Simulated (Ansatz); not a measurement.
`BSB(O)Cl` + `CNCF` → `BN(C)CF` + `OB(S)Cl`  (ligand exchange at a B–S bond)

Computed with Ansatz on PBE0-D4/def2-TZVP structures; ΔE is electronic, products minus reactants. CCSD(T)/CBS adds triple-zeta CCSD(T) − MP2 to the extrapolated MP2 energy (def2 sets, frozen cores). Each species was taken in one conformer, which may not be the lowest.

```json
{"species": "`BSB(O)Cl`", "CCSD(T)/CBS(def2) energy (Eh)": "-984.25247"}
{"species": "`CNCF`", "CCSD(T)/CBS(def2) energy (Eh)": "-234.19797"}
{"species": "`BN(C)CF`", "CCSD(T)/CBS(def2) energy (Eh)": "-259.62476"}
{"species": "`OB(S)Cl`", "CCSD(T)/CBS(def2) energy (Eh)": "-958.85217"}
```

(1) Work out ΔE.

Largest T1 diagnostic among the species: 0.014.

Answers

(1) ΔE = (-259.62476) + (-958.85217) − (-984.25247) − (-234.19797) = -0.02649 Eh = -69.5 kJ/mol.
